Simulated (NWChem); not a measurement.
System: H$_{3}$S$_{2}$ cation; SMILES [SH2+]S

Here is an NWChem input.

```
start job
memory heap 200 mb stack 900 mb global 1100 mb
charge 1
geometry units angstroms
  S      0.876235    -0.181766     0.570858
  S     -0.833778     0.174132    -0.560372
  H      1.692285    -0.237512    -0.489645
  H     -1.365036     1.209689     0.146261
  H     -1.677957    -0.729677     0.009775
end
basis spherical
  * library 6-31g*
end
dft
  xc b3lyp
  iterations 150
end
driver
  maxiter 120
end
task dft optimize
task dft freq
```

B3LYP is NWChem's, with the RPA form of VWN correlation.

The level has its own optimisation; frequencies are unscaled. Brackets give each atom's bonded neighbours.

### Question
Predict the main results of this run. (B3LYP/6-31G* (spherical d).) Quantities: r S–S (Å); r H–S [H(S)–S(HS)] (Å); r H–S [H(S)–S(HHS)] (Å); highest harmonic frequency (cm⁻¹); lowest (cm⁻¹); zero-point energy (kcal/mol).

### Answer
```
Property                           Value
---------------------------------  -----
r S–S (Å)                          2.115
r H–S [H(S)–S(HS)] (Å)             1.354
r H–S [H(S)–S(HHS)] (Å)            1.358
highest harmonic frequency (cm⁻¹)   2672
lowest (cm⁻¹)                        226
zero-point energy (kcal/mol)        17.9
```
